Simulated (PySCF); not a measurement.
C3H5Br, SMILES C=C(C)Br. The structure is a stationary point at TPSSh-D3(BJ)/def2-SVP.

Calculation: PySCF 2.14.0 with TPSSh-D3(BJ)/def2-SVP.

Harmonic wavenumbers (cm⁻¹): 204, 298, 349, 426, 547, 694, 903, 928, 1002, 1059, 1173, 1393, 1421, 1459, 1475, 1707, 3033, 3114, 3134, 3149, 3258. Rotational constants (GHz): 9.178, 3.097, 2.350; symmetry number 1.

Problem. Work out the zero-point energy and the ideal-gas rigid-rotor harmonic-oscillator thermochemistry at 298.15 K and 1 atm.

Solution. ZPE = ½ Σ hcν = ½ × 30727 cm⁻¹ = 183.79 kJ/mol. H − E(el) = 199.34 kJ/mol. Entropy in J/(mol K): translation 168.56, rotation 108.70, vibration 29.17, total 306.42. G − E(el) = 107.98 kJ/mol. Cp = 78.34 J/(mol K).
